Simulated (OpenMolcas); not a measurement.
V2+ (d3) on a cation site of an ionic host was computed by SS-CASPT2, IPEA 0.25 Eh, imaginary shift 0.1 Eh with the d shell active (OpenMolcas, ANO-RCC-VDZP on the metal). Its lowest spin-free states, and all those of the highest spin:

```csv
2S+1,Degeneracy,E (cm-1)
4,1,0
4,3,13520
2,2,13990
2,3,14870
4,3,19880
2,3,20040
2,1,24150
2,3,28010
2,3,28410
2,2,29000
4,3,30780
2,3,33410
```

Is the site octahedral, tetrahedral or cube-like, axial, or of lower symmetry?

The states with 2S+1 = 4 have orbital degeneracies 1, 3, 3, 3. Threefold states need a cubic site. For d3 at this spin an octahedron puts the single A2 below the threefold T2 and a tetrahedron or cube puts the threefold T1 below the threefold T2, so the site is octahedral. The first gap at this spin, 13500 cm-1, is |10Dq| in ligand-field theory. The run had V2+ with its 6 nearest fluoride ions at 2.06 Å, on the Mg site of KMgF3 (a = 3.973 Å, distance in the model lattice 1.986 Å). The rest of the host is ab initio model potentials to 7.6 Å, with orthogonalisation functions on the cations behind the ligands, and point charges beyond; the distance is set by hand and nothing relaxes. Ligand basis ANO-RCC-VDZP.

Roots that are degenerate in the reference are averaged as groups; the widest CASPT2 spread within a group is 230 cm-1 (the 3-fold group of multiplicity 2 near 28000 cm-1 above the lowest state of its run). Shifts and gaps below about the spread of the groups concerned are not significant. Over all roots computed the reference weight is 0.75; a low but even weight reflects the number of correlated electrons. Ligand-to-metal charge-transfer states are missing. With no ligand orbital active B as a rule stays too high, so bands that hang on it stand too high and its fall with covalency is understated. With one d shell and no ligand orbital active, 10Dq can be off by tens of per cent for divalent 3d ions, low with halides held by bare charges and at times high in hosts. Free-ion shares, where given, are those of the reference states; single-state CASPT2 does not remix them. No measured value stands beside these numbers; the geometry was set by hand and not optimised.
